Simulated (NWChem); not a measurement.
Molecule: BeO; SMILES [O]=[Be]

All runs: NWChem. Pople sets run with spherical d functions. All runs use the structure optimised with PBE0/def2-SVP. Core excitations by TDA in a window of 1s orbitals, non-relativistic and unshifted: absolute energies depend strongly on the exact-exchange share.

For level O K edge, PBE0/cc-pVTZ:

```
Quantity                                  Result
----------------------------------------  ------
first 1s excitation (eV)                   514.6
dipole oscillator strength of the first   0.0070
first state with f > 0.002 (eV)            514.6
dipole oscillator strength of that state  0.0070
```

### Question
Estimate the same quantities for level O K edge, BHandHLYP/6-311G**.

### Answer
- first 1s excitation (eV): 525.8
- dipole oscillator strength of the first: 0.0087
- first state with f > 0.002 (eV): 525.8
- dipole oscillator strength of that state: 0.0087
